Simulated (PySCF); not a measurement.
**Potential energy of GeSe along the bond**

Set-up: basis Ge cc-pVDZ-PP with ECP10, Se cc-pVDZ-PP with ECP10; scalar-relativistic core potentials; PySCF 2.14. Energies in eV from Ge + Se in their ground configurations at the same level. State: ¹Σ⁺ (singlet), closed shell.

| R (Å) | PW91 | M06-2X | PBE0 | r²SCAN |
| --- | --- | --- | --- | --- |
| 1.851 | -3.549 | -2.874 | -3.343 | -3.519 |
| 1.937 | -4.515 | -3.838 | -4.262 | -4.432 |
| 2.023 | -5.069 | -4.373 | -4.765 | -4.933 |
| 2.087 | -5.286 | -4.566 | -4.941 | -5.110 |
| 2.152 | -5.375 | -4.625 | -4.988 | -5.161 |
| 2.217 | -5.365 | -4.579 | -4.937 | -5.114 |
| 2.303 | -5.240 | -4.398 | -4.754 | -4.941 |
| 2.410 | -4.960 | -4.038 | -4.402 | -4.605 |
| 2.539 | -4.516 | -3.489 | -3.872 | -4.100 |
| 2.712 | -3.847 | -2.670 | -3.090 | -3.358 |

Question: Put a parabola through the three lowest points of the PW91 curve and estimate Re, k and ωe (reduced mass 38.4 u; 1 eV/Å² = 0.16022 mdyn/Å; ωe = 1302.8·√(k/μ) cm⁻¹).

Answer: Through R = 2.087, 2.152, 2.217 Å the second-order coefficient is 11.7 eV/Å², so Re ≈ 2.178 Å, k ≈ 3.75 mdyn/Å and ωe ≈ 407 cm⁻¹. A polynomial fit of higher order to the unrounded PW91 energies gives Re = 2.177 Å, k = 3.39 mdyn/Å, ωe = 387 cm⁻¹; anharmonicity and rounding make the difference.

The higher-order fit for each curve: PW91: Re = 2.177 Å, ωe = 387 cm⁻¹, De = 5.38 eV; M06-2X: Re = 2.153 Å, ωe = 419 cm⁻¹, De = 4.62 eV; PBE0: Re = 2.148 Å, ωe = 413 cm⁻¹, De = 4.99 eV; r²SCAN: Re = 2.150 Å, ωe = 406 cm⁻¹, De = 5.16 eV.
